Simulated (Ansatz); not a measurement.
Level of theory: frozen-core CCSD(T)/def2-TZVPP // BP86-D3(BJ)/def2-SVP (Ansatz, a quantum-chemistry and plane-wave program).

Ansatz 0.2 input:
```yaml
crystal:
  periodic: [false, false, false]
  atoms:
    - { symbol: Sc, position_ang: [-0.038678, 0.102427, 0.041002] }
    - { symbol: F, position_ang: [-0.053149, -1.522797, 0.904012] }
    - { symbol: F, position_ang: [1.442411, 1.178016, 0.225242] }
    - { symbol: O, position_ang: [-1.466709, 0.630465, -1.011497] }
    - { symbol: H, position_ang: [-2.202577, 0.91933, -1.571574] }
basis:
  gaussian: { orbitals: def2-TZVPP }
correlation:
  method: ccsd_t
```

Output:

```
Functional definition: HF
1132 factors; integrals over basis functions are off by at most 1.1e-3 eV
mean field evaluation 1: about -28142.4477 eV, gradient 6.4e1 eV
mean field evaluation 2: about -28142.5180 eV, gradient 6.4e1 eV
mean field evaluation 4: about -28149.0966 eV, gradient 1.9e0 eV
mean field evaluation 8: about -28149.1492 eV, gradient 2.0e-1 eV
mean field evaluation 16: about -28142.4478 eV, gradient 6.4e1 eV
mean field -28149.14941114 eV, -1034.4621606806 hartree, gradient 1.5e-6 eV, S^2 0.000000; 0 other end points of the search recorded, 0 dependent functions left out
8 core orbitals not correlated
reference -28149.14941114 eV, -1034.4621606806 hartree; 16, 16 occupied and 147, 147 virtual orbitals, 1132 factors
second order -28.46711340 eV of doubles, -0.00000000 eV of singles
cycle   1  -27.88319049 eV  change    5.8e-1 eV  update   1.4e-1
cycle   2  -28.51084715 eV  change   -6.3e-1 eV  update   5.9e-2
cycle   3  -28.68276840 eV  change   -1.7e-1 eV  update   2.5e-2
cycle   4  -28.67724832 eV  change    5.5e-3 eV  update   8.0e-3
cycle   5  -28.66476368 eV  change    1.2e-2 eV  update   2.8e-3
cycle   6  -28.66563395 eV  change   -8.7e-4 eV  update   1.0e-3
cycle   7  -28.66583479 eV  change   -2.0e-4 eV  update   3.1e-4
cycle   8  -28.66560799 eV  change    2.3e-4 eV  update   1.3e-4
cycle   9  -28.66564019 eV  change   -3.2e-5 eV  update   4.2e-5
cycle  10  -28.66569669 eV  change   -5.7e-5 eV  update   1.7e-5
cycle  11  -28.66565971 eV  change    3.7e-5 eV  update   6.5e-6
perturbative correction -0.96070999 eV, -0.0353054410 hartree
Total energy: -28178.77578084 eV, -1035.5509096855 hartree
```

Cost: about 2.2 core-minutes (a rough figure).
